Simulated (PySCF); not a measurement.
**Bond length, frequency and bond energy of SeN by level of theory**

State: ²Π (doublet), unpaired electrons π ↑. Set-up: basis Se cc-pVDZ-PP with ECP10, N cc-pVDZ; scalar-relativistic core potentials; PySCF 2.14. De refers to Se + N in their high-spin ground configurations, without counterpoise correction. The functionals are run spin-unrestricted. A positive dipole means Se(−)N(+). Levels whose curve was spin-contaminated or gave no clean fit are not listed.

```tsv
Level	Re (Å)	ωe (cm⁻¹)	De (eV)	μ (D)
UHF-CCSD	1.670	949	2.46	n/a
UHF-CCSD(T)	1.685	901	2.83	n/a
PBE	1.680	938	4.25	-2.01
TPSS	1.678	940	3.88	-1.96
r²SCAN	1.665	963	3.49	-2.00
TPSSh	1.667	964	3.57	-1.98
B3LYP	1.666	964	3.57	-2.04
PBE0	1.654	984	3.41	-2.05
```

Q: Which functional lies closest to UHF-CCSD(T) in De, which farthest, and by how much do they differ from it?

A: Closest is PBE0 (-3.1 pm in Re, +9.2 % in ωe, +0.58 eV in De against UHF-CCSD(T) in the same basis), farthest PBE (-0.5 pm in Re, +4.1 % in ωe, +1.42 eV in De). CCSD(T) converges more slowly with the basis than the functionals do and binds too weakly in this one, so the order can change at the basis-set limit.

Q: What does a quarter of exact exchange do here, going from PBE to PBE0?

A: PBE0 less PBE: -2.6 pm in Re, +4.9 % in ωe, -0.84 eV in De. Exact exchange removes part of the self-interaction that spreads semilocal densities, and in most molecules shortens and stiffens the bond and lowers De; so it does here.

Q: What does the step from GGA to meta-GGA do here, going from PBE to r²SCAN?

A: r²SCAN less PBE: -1.5 pm in Re, +2.7 % in ωe, -0.76 eV in De. 

Correlated steps freeze 5 core orbitals. Correlated levels converge slowly with the basis: in double zeta they bind strong bonds too weakly, by up to about 1 eV, and carry superposition errors of some tenths. Spin–orbit coupling is left out. The state is the lowest determinant that a PBE0 search found; another state may lie lower at other levels.

The whole job (state search and all levels along the bond) took about 1.5 min on 1 thread of Arm Neoverse V2 (shared host), peak memory 0.43 GiB.
